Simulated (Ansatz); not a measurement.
```yaml
crystal:
  periodic: [false, false, false]
  atoms:
    - {symbol: F, position_ang: [0.056624, -1.593023, -1.912622]}
    - {symbol: B, position_ang: [0.031308, -0.756941, -0.906088]}
    - {symbol: O, position_ang: [0.072577, -1.093563, 0.441146]}
    - {symbol: Si, position_ang: [-0.008720, 0.567833, 0.688791]}
    - {symbol: O, position_ang: [-0.041452, 0.627780, -0.991541]}
    - {symbol: H, position_ang: [-1.252003, 1.026647, 1.338997]}
    - {symbol: H, position_ang: [1.202965, 1.153168, 1.295616]}
basis:
  gaussian: {orbitals: x2c-TZVPPall}
hamiltonian: {xc: {name: B2PLYP}}
accuracy: high
output: {forces: true}
```

```sh
$ ansatz run in.yaml --threads 2 --pin off --events-out ev --progress --plain --max-ram 4352MiB
```

It prints (some lines left out):

```
Functional definition: B2PLYP
3324 factors; integrals over basis functions are off by at most 3.6e-9 eV
mean field evaluation 1: about -15406.8285 eV, gradient 6.1e1 eV
mean field evaluation 2: about -15406.9212 eV, gradient 6.1e1 eV
mean field evaluation 4: about -15412.6837 eV, gradient 3.1e0 eV
mean field evaluation 8: about -15412.7170 eV, gradient 3.0e-1 eV
mean field evaluation 16: about -15412.7172 eV, gradient 1.1e-4 eV
mean field -15412.71721175 eV, -566.4069104169 hartree, gradient 8.2e-8 eV, S^2 0.000000; 0 other end points of the search recorded, 0 dependent functions left out
9 core orbitals not correlated: weight in the atoms' cores, before any rotation towards them, 1.000 or more for the frozen orbitals, at most 0.000 for the correlated occupied ones
reference -15412.71723808 eV, -566.4069113846 hartree; 14, 14 occupied and 171, 171 virtual orbitals, 3324 factors
second order -29.88518328 eV of doubles, -0.00000000 eV of singles
Total energy: -15420.78623757 eV, -566.7034416463 hartree
Relativity: scalar
Atom 0 at     0.056624    -1.593023    -1.912622 Å, force     0.003661    -0.131876    -0.158809 eV/Å
Atom 1 at     0.031308    -0.756941    -0.906088 Å, force     0.004879    -0.118158    -0.142194 eV/Å
Atom 2 at     0.072577    -1.093563     0.441146 Å, force     0.008407    -0.126707     0.148141 eV/Å
Atom 3 at    -0.008720     0.567833     0.688791 Å, force    -0.009152     0.322381     0.388043 eV/Å
Atom 4 at    -0.041452     0.627780    -0.991541 Å, force    -0.011155     0.168604    -0.097657 eV/Å
Atom 5 at    -1.252003     1.026647     1.338997 Å, force     0.167039    -0.048642    -0.071735 eV/Å
Atom 6 at     1.202965     1.153168     1.295616 Å, force    -0.163679    -0.065602    -0.065789 eV/Å
Dipole moment:    -0.010016     0.328358     0.395308 e Å
```

Run time 41 s (2 threads of an Arm Neoverse V2 on a shared host); peak host memory 1 GiB.
